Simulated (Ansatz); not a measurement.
Results of the Gaussian-basis code of Ansatz.

C₉H₁₆, SMILES `C#CCCCCCCC` at its PBE0-D4/def2-TZVP geometry, where that method's forces vanish. The species carries charge 0 and has multiplicity 1.

```
atom    x (Å)    y (Å)    z (Å)
  C1  -0.1685   3.2135  -0.0696
  C2   0.4791   2.5039  -0.7902
  C3   1.2651   1.6236  -1.6382
  C4   2.0891   0.6001  -0.8489
  C5   1.2703  -0.2592   0.1023
  C6   0.1950  -1.0889  -0.5811
  C7  -0.5451  -2.0314   0.3605
  C8  -1.2743  -1.3498   1.5140
  C9  -2.3039  -0.3228   1.0711
 H10  -0.7434   3.8488   0.5613
 H11   1.9335   2.2295  -2.2582
 H12   0.5909   1.1095  -2.3306
 H13   2.6117  -0.0366  -1.5712
 H14   2.8584   1.1333  -0.2829
 H15   1.9498  -0.9269   0.6445
 H16   0.8142   0.3917   0.8547
 H17  -0.5282  -0.4268  -1.0685
 H18   0.6524  -1.6798  -1.3841
 H19  -1.2710  -2.6110  -0.2219
 H20   0.1664  -2.7580   0.7704
 H21  -1.7664  -2.1223   2.1141
 H22  -0.5485  -0.8732   2.1813
 H23  -3.0277  -0.7643   0.3791
 H24  -2.8604   0.0694   1.9256
 H25  -1.8387   0.5276   0.5666
```

For each bond, give half the difference of the two atoms' forces along it (eV/Å; positive pushes the atoms apart) under PBE-D4, r2SCAN-D4, B3LYP-D4, ωB97M-V in def2-TZVPP. (Estimate.)

The calculation gave: 
| bond | length (Å) | PBE-D4 | r2SCAN-D4 | B3LYP-D4 | ωB97M-V |
| --- | --- | --- | --- | --- | --- |
| C1–H10 | 1.064 | -0.37 | -0.23 | -0.08 | 0.04 |
| C2–C3 | 1.453 | -0.57 | -0.20 | 0.15 | 0.45 |
| C3–H11 | 1.095 | 0.13 | -0.02 | -0.10 | -0.16 |
| C3–H12 | 1.095 | 0.15 | -0.02 | -0.10 | -0.16 |
| C4–C5 | 1.521 | 0.00 | 0.07 | 0.13 | 0.14 |
| C5–C6 | 1.520 | 0.00 | 0.08 | 0.15 | 0.12 |
| C5–H15 | 1.096 | 0.10 | -0.04 | -0.10 | -0.10 |
| C6–C7 | 1.524 | 0.01 | 0.08 | 0.13 | 0.13 |
| C6–H18 | 1.097 | 0.10 | -0.04 | -0.10 | -0.09 |
| C7–H19 | 1.096 | 0.10 | -0.04 | -0.11 | -0.10 |
| C7–H20 | 1.096 | 0.10 | -0.04 | -0.11 | -0.10 |
| C8–C9 | 1.520 | 0.01 | 0.11 | 0.20 | 0.18 |
| C8–H21 | 1.095 | 0.10 | -0.05 | -0.11 | -0.11 |
| C9–H24 | 1.093 | 0.09 | -0.04 | -0.07 | -0.08 |

B3LYP here is the variant with VWN-RPA as its local correlation; programs differ in this.
